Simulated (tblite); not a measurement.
Write a Z-matrix for `[SiH2]1CC[Si](O1)N=C` [radical] as optimised with GFN2-xTB. (Doublet state.)

Z-matrix in Å and degrees, rows numbered from 1:
```
C 
N   1  1.3001
Si  2  1.6474  1  138.44
C   3  1.8978  2  121.59  1   168.82
C   4  1.5373  3  106.93  2  -129.61
Si  5  1.9145  4  108.52  3   -28.05
O   3  1.6446  2  131.43  1    25.21
H   1  1.0818  2  124.55  3   -15.83
H   1  1.0786  2  117.21  3   166.31
H   4  1.0907  3  109.99  2   111.60
H   4  1.0879  3  112.09  2    -6.91
H   5  1.0898  4  110.76  3  -153.41
H   5  1.0925  4  108.84  3    90.08
H   6  1.4598  5  114.29  4   -90.92
H   6  1.4564  5  114.26  4   134.07
```

The 5-membered ring Si3–C4–C5–Si6–O7 has internal angles of 98.3° to 119.2° (sum 533°, against 540° for a flat polygon); it is puckered, 0.13 Å rms from its mean plane, widest ring torsion 28°. Si3 (silicon bonded to C, N and O) has angles 131.4°, 121.6° and 99.6°, sum 352.7°, 0.26 Å off the plane of its three neighbours. Si6 (silicon bonded to C, O and 2 H) is distorted tetrahedral (angles from 98.3° to 114.8°). C1 (carbon bonded to N and 2 H) is planar (angles 124.5°, 118.2° and 117.2°, sum 360.0°, 0.01 Å off the plane of its three neighbours).

Structure optimised with GFN2-xTB, isolated species. This method treats the open shell by occupation alone, without spin polarisation.

Point group: C1 (no symmetry element, even within 0.4 Å). Its GFN2-xTB frequencies are all real (lowest 46 cm⁻¹). Torsions: C1–N2–Si3–C4 169°, N2–Si3–C4–C5 -130°, Si3–C4–C5–Si6 -28°, C4–C5–Si6–O7 22°, C5–Si6–O7–Si3 -6°.

Hardware: one thread, Arm Neoverse V1 (aarch64), no GPU, shared host with 32 logical CPUs at a one-minute load of 67. Cost: 0.83 s of wall time. This is the geometry optimisation.

One conformer stands for the species.

These are computed values.
